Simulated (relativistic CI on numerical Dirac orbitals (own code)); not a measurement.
## Lu52+: sensitivity of the levels to the model

Base calculation: Dirac-Coulomb-Breit CI, KLI orbitals optimised for each configuration, model QED, unscaled Slater integrals.

CI space (outside the closed core [Ne]): 3s2.3p6.3d, 3s2.3p5.3d2, 3s.3p6.3d2, 3s2.3p6.4s, 3s2.3p6.4p, 3s2.3p6.4d, 3s2.3p5.3d.4s, 3s2.3p6.4f, 3s2.3p5.3d.4p, 3p6.3d3, 3p5.3d4, 3p5.3d3.4s. Double excitations out of closed p, d and f shells are left out; levels of such configurations are missing from the list, as are those of other unlisted configurations, and high levels can miss mixing partners. These lack a partner that the ground configuration has and come out too high: 3s2.3p5.3d.4p.

The lowest level and the first level of each name with at least 55 % of one term (blank where a level has no safe partner in the second run):

| Level | Base (eV) | Shift (eV) |
| --- | --- | --- |
| 3s2.3p6.3d 2D_3/2 | 0.000 | 0.000 |
| 3s2.3p6.3d 2D_5/2 | 63.668 | 0.000 |
| 3s2.3p5.3d2 4D°_1/2 | 240.392 | +0.474 |
| 3s2.3p5.3d2 4G°_9/2 | 301.954 | +0.474 |
| 3s2.3p5.3d2 2H°_11/2 | 312.337 | +0.474 |
| 3s2.3p5.3d2 2G°_9/2 | 329.013 | +0.474 |
| 3s2.3p5.3d2 2F°_5/2 | 354.321 | +0.474 |
| 3s2.3p5.3d2 2P°_1/2 | 360.956 | +0.474 |
| 3s2.3p5.3d2 4G°_11/2 | 366.249 | +0.474 |
| 3s.3p6.3d2 4F_3/2 | 731.219 | +0.691 |
| 3s.3p6.3d2 4P_1/2 | 759.064 | +0.691 |
| 3s.3p6.3d2 4F_7/2 | 792.143 | +0.691 |
| 3s.3p6.3d2 4P_3/2 | 803.037 | +0.691 |
| 3s.3p6.3d2 2G_9/2 | 807.543 | +0.691 |

At this charge energies of transitions that change n are usually good to better than 1 %, and those within a shell (Δn = 0) to a few per cent.

(1) One thing was changed in a second run, which moved the levels as shown. Which?
A. one mean potential for all configurations
B. QED terms removed
C. Breit term removed
D. configuration mixing switched off
E. non-relativistic limit
F. P86 correlation estimate

Answers

(1) F. P86 correlation estimate. A correlation estimate moves all levels of a configuration together before mixing; mixed levels move by a weighted share.

LS names give the leading component of a level, which can be under half, so a name can repeat, a term be missing and a line seem to break the LS rules.
